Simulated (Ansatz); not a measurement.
`O[SiH2][SiH](O)Cl` + H–F → `O[SiH](Cl)[SiH2]F` + H₂O  (ligand exchange at the Si–O bond)

Calculated with Ansatz (gas phase, PBE0-D4/def2-TZVP geometries, no zero-point term in ΔE). CBS: MP2 limit from def2 TZ/QZ plus the TZ coupled-cluster correction, frozen cores. This one scheme is used for every species. Functionals use def2-TZVPP. Each species was taken in one conformer, which may not be the lowest.

| level | ΔE (kJ/mol) |
| --- | --- |
| PBE-D4 | -37.0 |
| PBE0-D4 | -36.1 |
| ωB97X-V | -39.4 |
| B2PLYP | -40.7 |
| SCS-MP2/def2-TZVPP | -38.2 |
| MP2/def2-QZVPP | -36.6 |
| MP2/CBS(def2) | -36.7 |
| CCSD/CBS(def2) | -39.9 |

(1) What does CCSD(T)/CBS give? (An estimate is asked.)

Largest T1 diagnostic among the species: 0.012.

Answers

(1) The calculation gave: -38.5 kJ/mol. The listed levels differ from it by 1.5, 2.4, -0.9, -2.2, 0.3, 1.9, 1.8, -1.4 kJ/mol.

The D4 term adds +3.8 kJ/mol with B3LYP and +2.0 kJ/mol with PBE0; it sums over pairs of atoms, weighted by their polarisabilities, and B3LYP, whose exchange is more repulsive, gets the larger term. In def2-TZVPP, CCSD(T) changes the Hartree–Fock value by +9.2 kJ/mol (the triples alone add +1.4 kJ/mol) and MP2 by +11.0 kJ/mol.

B3LYP here is the variant with VWN-RPA as its local correlation; programs differ in this.
